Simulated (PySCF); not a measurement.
Gas-phase reaction: SnF4 + H2 ⇌ SnH2 + 4 F

Method: PySCF energies plus ideal-gas RRHO corrections (1 bar). † marks an energy on the PBE0/def2-TZVP geometry and frequencies; other levels use their own. CCSD(T) freezes the core. Open shells (unrestricted): F (multiplicity 2, electronic degeneracy 6); the rest are closed-shell singlets. Spin-orbit splitting is ignored; it lowers the true energy and changes the entropy of F. Sn: scalar-relativistic def2 core potential, no spin-orbit coupling. SnH2: computed as isolated molecules; such fragments, hydroxides, amides, oligomers or adducts are transient or little studied in the gas. CCSD(T) isn't extrapolated to the basis-set limit; its ΔH°(298 K) is 1460.3 kJ in def2-SVP and 1567.8 kJ in def2-TZVPP. The harmonic model lacks anharmonicity and excited electronic states, which grow with temperature; levels with a mode under 35 cm⁻¹ are left out.

ΔH° and ΔS° at 298 K: CCSD(T)/def2-TZVPP† 1568 kJ, 417 J/K; M06-2X/def2-TZVP† 1654 kJ, 417 J/K; PBE/def2-SVP 1625 kJ, 412 J/K.

**Question.** With the heat capacities included, give log10 K (1 bar) at 1000, 1200, 1400, 1800, 2500 K from CCSD(T)/def2-TZVPP†, M06-2X/def2-TZVP†, PBE/def2-SVP.

**Answer.** 
```
T (K)  CCSD(T)/def2-TZVPP†  M06-2X/def2-TZVP†  PBE/def2-SVP
-----  -------------------  -----------------  ------------
1000                 -60.2              -64.7         -63.4
1200                 -46.5              -50.3         -49.3
1400                 -36.8              -40.0         -39.2
1800                 -23.8              -26.3         -25.7
2500                 -11.1              -12.9         -12.6
```
